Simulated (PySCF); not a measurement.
# `F[P](F)[GeH3]`, F2GeH3P

Molfile (atoms numbered from 1):
```
F2GeH3P
     RDKit          3D

  7  6  0  0  0  0  0  0  0  0999 V2000
    1.8142   -1.1493   -0.5589 F   0  0  0  0  0  0  0  0  0  0  0  0
    1.0337    0.1377   -1.1739 P   0  0  0  0  0  0  0  0  0  0  0  0
    1.8459    1.2058   -0.2557 F   0  0  0  0  0  0  0  0  0  0  0  0
   -0.8348   -0.0213    0.2532 Ge  0  0  0  0  0  4  0  0  0  0  0  0
   -0.4722   -0.2078    1.6939 H   0  0  0  0  0  0  0  0  0  0  0  0
   -1.6780    1.2118    0.1582 H   0  0  0  0  0  0  0  0  0  0  0  0
   -1.7055   -1.1722   -0.1439 H   0  0  0  0  0  0  0  0  0  0  0  0
  1  2  1  0
  2  3  1  0
  2  4  1  0
  4  5  1  0
  4  6  1  0
  4  7  1  0
M  END
```

Method used: GIAO KT1/6-31G* magnetisability, rotational g tensor and spin-rotation constants, non-relativistic, gas phase in PySCF. Geometry: GFN2-xTB.

The calculation is non-relativistic, which matters for the atoms heavier than Zn.

(1) Give the nuclear spin-rotation constants along the inertial axes (H = +C I·J) beside the isotropic shieldings.

Answers

(1) Rotational constants 6.5517, 1.9477, 1.7114 GHz. A star marks the isotopologue with that one atom substituted, in its own axes.
```csv
atom,isotope,Caa (kHz),Cbb (kHz),Ccc (kHz),mean (kHz),σ (ppm)
F1,19F,11.573,1.073,1.760,4.802,276.8
P2,31P,15.207,4.403,3.878,7.829,34.0
F3,19F,11.578,1.072,1.760,4.803,276.8
H5,1H,-0.628,-0.202,0.051,-0.260,28.4
H6,1H,-0.422,-0.040,-0.153,-0.205,28.7
H7,1H,-0.424,-0.038,-0.154,-0.205,28.7
Ge4,73Ge*,-1.316,-0.438,-0.375,-0.710,1749.8
```
For the geometry as given, no vibrational averaging.
